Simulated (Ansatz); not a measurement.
Geometry optimisation, UKS B3LYP-D4/def2-SVP (Ansatz).

Input:

```yaml
crystal:
  periodic: [false, false, false]
  atoms:
    - { symbol: F, position_ang: [-0.6151, 1.4915, 1.3849] }
    - { symbol: C, position_ang: [-0.1079, 0.2807, 1.1855] }
    - { symbol: "N", position_ang: [-0.8702, -0.4582, 0.2002] }
    - { symbol: B, position_ang: [0.499, -0.3679, -0.6776] }
    - { symbol: S, position_ang: [0.7342, -0.4925, -2.5443] }
    - { symbol: O, position_ang: [1.0584, 0.3867, 0.4549] }
    - { symbol: H, position_ang: [1.76097, 0.6793, 1.08805] }
    - { symbol: H, position_ang: [-0.8733, -1.4362, 0.5272] }
    - { symbol: H, position_ang: [0.1931, 0.8122, -2.6977] }
magnetization:
  spin_polarized: true
basis:
  gaussian: { orbitals: def2-SVP }
hamiltonian:
  xc: b3lyp
  dispersion: d4
relax:
  f_tol: 0.02
  max_steps: 50
output:
  orbitals: {}
```

Launched with:

```bash
$ ansatz run input.yaml --threads 2 --pin off --max-ram 3072MiB --backend cpu --events-out ev --progress --plain --runs-dir out
```

Where does it end, and by what steps?

It converged. After 19 steps the energy has fallen by 5.326 eV; H7 moved furthest, 1.78 Å. Parted: C2–O6.

```tsv
step	energy less start (eV)	largest force component (eV/Å)	accepted
0	0.0000	4.182	yes
1	-1.3906	2.893	yes
2	-2.1735	3.622	yes
3	-2.6325	2.146	yes
4	-2.9096	1.586	yes
5	-3.2129	1.065	yes
6	-3.5127	1.878	yes
7	-3.7804	1.341	yes
8	-4.1017	1.157	yes
9	-4.4769	1.419	yes
10	-4.8190	2.304	yes
11	-5.0870	0.963	yes
12	-5.1909	1.352	yes
13	-5.2808	0.631	yes
14	-5.2766	1.216	no
15	-5.3117	0.455	yes
16	-5.3216	0.198	yes
17	-5.3257	0.066	yes
18	-5.3263	0.026	yes
19	-5.3263	0.006	yes
```

```xyz
9
Properties=species:S:1:pos:R:3
F -0.288 0.669 2.259
C -1.074 -0.265 1.734
N -0.698 -0.468 0.455
B 0.345 0.112 -0.402
S 0.366 -0.568 -2.108
O 1.180 1.054 0.078
H 1.834 1.382 -0.549
H -1.288 -1.181 0.031
H 1.404 0.160 -2.578
```

Time of the run: 96 s on 2 threads of Arm Neoverse V2, on a shared host, peak memory 0.33 GiB.
